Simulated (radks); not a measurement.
Fractional charge and spin in the 1s shell of lithium: the spin-up occupation runs from 0 to 1 and the spin-down occupation from 0 to 1; the fullest corner is Li, 2s(up 0.5, down 0.5) 1s(up 1, down 1). Method: non-relativistic Kohn-Sham, PBEsol, spin-polarised, spherical densities, point nucleus; computed with a radial shooting solver on a logarithmic mesh with Libxc functionals. Energy (eV) above the fullest corner. The planes named below are the two flat planes that join the four corners, with an edge along up + down = one added electron.

down \ up        0      0.5       1
0          170.831  113.520  64.170
0.5        113.520   67.771  29.043
1           64.170   29.043   0.000

Corners above the fullest one (they belong to Li+ and the next ion): (up 1, down 0) 64.170 eV, (up 0, down 1) 64.170 eV, (up 0, down 0) 170.83 eV. With half an added electron in each spin the energy lies 3.601 eV from the planes, and with half an added electron in spin up alone -3.980 eV. The planes are only a guide here: the flat-plane condition holds for ground states with one frontier orbital, while this shell lies below other occupied shells, so the corners above the fullest one are inner-hole states and not the ground states of those ions.
